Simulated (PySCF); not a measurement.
## Nb: ionisation energy

Nb [Kr] 4d4 5s1 (6D) → Nb⁺ [Kr] 4d4 (5D), as a difference of total energies. Calculation: PySCF 2.14, in aug-cc-pVDZ-PP with ECP28MDF (5s5p4d2f, 54 functions); a scalar-relativistic core potential. Correlated levels: valence: 4s2 4p6 frozen. The calculations carry no spin-orbit coupling.

Problem. Order these methods by the ionisation energy they give, lowest first.
A. SCS-MP2 (valence)
B. MP2 (valence)
C. PBE
D. BP86

Solution. A (6.143 eV), B (6.434 eV), C (7.191 eV), D (7.333 eV).

Errors of the correlated levels include the incompleteness of this basis and the frozen core.

For comparison: 6.776 eV (measured; NIST levels, between the centres of gravity of the two terms).
